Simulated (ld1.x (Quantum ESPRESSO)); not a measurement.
## lithium (Li) PAW: all-electron and pseudo phase curves

lithium, PAW, made with ld1.x (Quantum ESPRESSO) 7.5 (LDA (PZ), scalar-relativistic). Core none, reference 1s2 2s1 2p0. Waves: 1s (bound): rcut 0.90, rcutus 1.05 bohr; 2s (bound): rcut 0.90, rcutus 1.05 bohr; 2p (bound, empty): rcut 4.25, rcutus 4.80 bohr; 2p channel at 0.6 Ry: rcut 4.25, rcutus 4.80 bohr. Local part: all-electron potential smoothed inside 4.20 bohr (lloc = -1). Core correction: none. Augmentation charge: PSQ, inside the norm-conserving radii.

The phase is arctan(r·u′/u) with u = r·R(r), unwrapped; energies in Ry, scanned from -6 to 5 Ry. A pole is an energy at which the radial function vanishes at the test radius. The pseudo phase is shifted by a multiple of π to meet the all-electron one at the reference energy, and phase errors are pseudo minus all-electron; the curves can meet again beyond the range given. Levels narrower than the energy grid can be missing from the lists of poles.

```
channel  radius (bohr)  reference energy (Ry)  poles, all-electron      poles, pseudo  unbroken range about the reference energy with phases within 0.05 rad  phase error 1 Ry above the reference energy (rad)
      s           5.18                  -0.21    -0.04, 1.39, 3.69  -0.04, 1.57, 4.47                                                              below 0.4                                             +0.134
      p           5.18                  -0.08     0.13, 1.34, 3.34   0.13, 1.39, 4.46                                                              below 1.7                                             +0.006
```

Phases in the s channel:

```json
{"E (Ry)": "-6.00", "all-electron": "1.491", "pseudo": "1.491"}
{"E (Ry)": "-5.74", "all-electron": "1.489", "pseudo": "1.489"}
{"E (Ry)": "-5.48", "all-electron": "1.487", "pseudo": "1.487"}
{"E (Ry)": "-5.22", "all-electron": "1.485", "pseudo": "1.485"}
{"E (Ry)": "-4.96", "all-electron": "1.482", "pseudo": "1.482"}
{"E (Ry)": "-4.70", "all-electron": "1.480", "pseudo": "1.480"}
{"E (Ry)": "-4.44", "all-electron": "1.477", "pseudo": "1.477"}
{"E (Ry)": "-4.18", "all-electron": "1.474", "pseudo": "1.474"}
{"E (Ry)": "-3.92", "all-electron": "1.471", "pseudo": "1.471"}
{"E (Ry)": "-3.66", "all-electron": "1.467", "pseudo": "1.467"}
{"E (Ry)": "-3.40", "all-electron": "1.463", "pseudo": "1.463"}
{"E (Ry)": "-3.14", "all-electron": "1.458", "pseudo": "1.458"}
{"E (Ry)": "-2.88", "all-electron": "1.453", "pseudo": "1.453"}
{"E (Ry)": "-2.62", "all-electron": "1.446", "pseudo": "1.446"}
{"E (Ry)": "-2.36", "all-electron": "1.439", "pseudo": "1.439"}
{"E (Ry)": "-2.10", "all-electron": "1.430", "pseudo": "1.430"}
{"E (Ry)": "-1.84", "all-electron": "1.419", "pseudo": "1.419"}
{"E (Ry)": "-1.58", "all-electron": "1.405", "pseudo": "1.405"}
{"E (Ry)": "-1.32", "all-electron": "1.386", "pseudo": "1.386"}
{"E (Ry)": "-1.06", "all-electron": "1.358", "pseudo": "1.358"}
{"E (Ry)": "-0.80", "all-electron": "1.310", "pseudo": "1.310"}
{"E (Ry)": "-0.54", "all-electron": "1.195", "pseudo": "1.196"}
{"E (Ry)": "-0.28", "all-electron": "0.120", "pseudo": "0.122"}
{"E (Ry)": "-0.02", "all-electron": "-1.604", "pseudo": "-1.602"}
{"E (Ry)": "0.24", "all-electron": "-1.849", "pseudo": "-1.834"}
{"E (Ry)": "0.50", "all-electron": "-2.530", "pseudo": "-2.346"}
{"E (Ry)": "0.76", "all-electron": "-4.287", "pseudo": "-4.127"}
{"E (Ry)": "1.02", "all-electron": "-4.581", "pseudo": "-4.526"}
{"E (Ry)": "1.28", "all-electron": "-4.684", "pseudo": "-4.643"}
{"E (Ry)": "1.54", "all-electron": "-4.750", "pseudo": "-4.707"}
{"E (Ry)": "1.80", "all-electron": "-4.817", "pseudo": "-4.756"}
{"E (Ry)": "2.06", "all-electron": "-4.929", "pseudo": "-4.807"}
{"E (Ry)": "2.32", "all-electron": "-5.360", "pseudo": "-4.880"}
{"E (Ry)": "2.58", "all-electron": "-7.325", "pseudo": "-5.042"}
{"E (Ry)": "2.84", "all-electron": "-7.670", "pseudo": "-5.937"}
{"E (Ry)": "3.10", "all-electron": "-7.764", "pseudo": "-7.440"}
{"E (Ry)": "3.36", "all-electron": "-7.812", "pseudo": "-7.671"}
{"E (Ry)": "3.62", "all-electron": "-7.846", "pseudo": "-7.752"}
{"E (Ry)": "3.88", "all-electron": "-7.875", "pseudo": "-7.795"}
{"E (Ry)": "4.14", "all-electron": "-7.905", "pseudo": "-7.825"}
{"E (Ry)": "4.40", "all-electron": "-7.944", "pseudo": "-7.848"}
{"E (Ry)": "4.66", "all-electron": "-8.011", "pseudo": "-7.869"}
{"E (Ry)": "4.92", "all-electron": "-8.194", "pseudo": "-7.891"}
```
